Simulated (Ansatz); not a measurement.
CH$_{9}$BN$_{2}$Si, relaxed with RKS PBE0-D4/def2-TZVP in Ansatz 0.2.0 from a PBE-D4/def2-SVP geometry. The force threshold is 0.005 eV/Å; the program also tests the step.

Total charge 0; spin multiplicity 1. The bonds changed during the relaxation, so this is another structure than the one it started from.

Start:

```xyz
14

B     0.613    0.746    1.590
Si    0.413    0.162   -0.282
C    -0.942    0.686   -1.487
N     1.253   -1.196   -0.948
N    -0.560   -0.350    1.331
H     1.554    0.303    2.230
H     0.179    1.850    1.879
H    -1.505   -0.185   -1.883
H    -0.506    1.229   -2.350
H    -1.661    1.369   -0.990
H     2.191   -1.451   -0.642
H     0.890   -1.815   -1.674
H    -0.392   -1.286    1.717
H    -1.527   -0.062    1.510
```

Task: How much energy does the relaxation release, and in how many steps? (An estimate is asked.)

Result: Ansatz gave: 0.08 eV, in 6 steps.

Task: Which bonds change most? (Best estimate.)

Result: The calculation gave: Si2–N5 from 1.952 to 1.880 Å; B1–Si2 from 1.971 to 1.942 Å; Si2–N4 from 1.729 to 1.705 Å; Si2–C3 from 1.889 to 1.866 Å.

Task: Give the relaxed structure. (Estimate.)

Result: Ansatz gave: 
```xyz
14

B     0.625    0.759    1.558
Si    0.371    0.128   -0.261
C    -0.936    0.683   -1.471
N     1.232   -1.181   -0.935
N    -0.545   -0.366    1.304
H     1.540    0.322    2.201
H     0.165    1.824    1.863
H    -1.509   -0.161   -1.868
H    -0.478    1.205   -2.315
H    -1.632    1.375   -0.991
H     2.152   -1.430   -0.618
H     0.881   -1.794   -1.650
H    -0.367   -1.280    1.698
H    -1.498   -0.083    1.485
```
